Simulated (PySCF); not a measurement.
Trend along group 6: MI molecules

HF with triple-zeta basis sets in PySCF, for the lowest determinant that a PBE0 search found; no spin–orbit coupling. De refers to high-spin ground-configuration atoms. A positive dipole means M(−)I(+).

```csv
M,basis,reference,state (unpaired electrons),Re (Å),ωe (cm⁻¹),De (eV),μ (D)
Cr,x2c-TZVPPall,UHF,"sextet (σ ↑, π ↑↑, δ ↑↑)",2.674,215,n/a,-7.62
Mo,def2-TZVPP,UHF,"sextet (σ ↑, π ↑↑, δ ↑↑)",2.764,184,n/a,-7.06
W,def2-TZVPP,UHF,"sextet (σ ↑, π ↑↑, δ ↑↑)",2.714,183,n/a,-4.81
```

The shortest bond is that of CrI (2.674 Å), the longest that of MoI (2.764 Å).

The rows differ in basis set, which adds steps of its own.

Down a group the atoms grow and get heavier, so bonds lengthen and wavenumbers fall; the exceptions here are the shorter bond at W. Relativity and the filled 4f shell contract the atoms of the sixth period.

De is left out where the level can put another filling of the metal’s s and d shells below the measured ground configuration, by anything from nothing to about 1 eV. These are scalar-relativistic numbers at best; spin–orbit coupling would shift them, the dissociation energy most. Hartree–Fock leaves out correlation, which carries a large part of most bond energies and some tenths to 1 eV of ionisation energies. The state is the lowest single determinant that the PBE0 search found; with open d or f shells the true ground state can be another one.
